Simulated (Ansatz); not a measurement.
Two isomers of C2H7FOSi: A = `CO[SiH](C)F`, B = `C[SiH2]OCF`.

Calculated with Ansatz (gas phase, PBE0-D4/def2-TZVP geometries, no zero-point term in ΔE). CBS: MP2 limit from def2 TZ/QZ plus the TZ coupled-cluster correction, frozen cores. Functionals use def2-TZVPP. One conformer a species, not always the lowest.

**Question.** Which isomer does CCSD(T)/CBS put lower? Give the gap. (Best estimate.)

**Answer.** The calculation gave: A, by 210.2 kJ/mol.

**Question.** Give E(B) − E(A) in kJ/mol with CCSD/def2-TZVPP, HF/def2-TZVPP, PBE-D4, LDA (SPW92), PBE0-D4, ωB97M-V, CCSD(T)/def2-SVP. (An estimate is asked.)

**Answer.** Ansatz gave: CCSD/def2-TZVPP 206.7, HF/def2-TZVPP 206.5, PBE-D4 191.1, LDA (SPW92) 190.0, PBE0-D4 196.8, ωB97M-V 202.7, CCSD(T)/def2-SVP 179.1. None reverses the order clearly.

**Question.** Does the order hold for the free energy at 298.15 K (harmonic terms from PBE0-D4)? (Estimate.)

**Answer.** Computed: Yes: G(B) − G(A) = +206.1 kJ/mol, for one conformer each. Modes under 60 cm⁻¹, often nearly free rotors, make the harmonic entropy too high.

Largest T1 diagnostic: 0.011.

Leaving LDA and LC-ωPBE aside and taking each functional with its dispersion term where it has one, the values, not all of them listed here, spread over 16.6 kJ/mol, from revPBE-D4 to BHLYP-D4. From BLYP to BHLYP (50 % exact exchange), in def2-TZVPP and without D4, E(B) − E(A) moves by +9.7 kJ/mol.
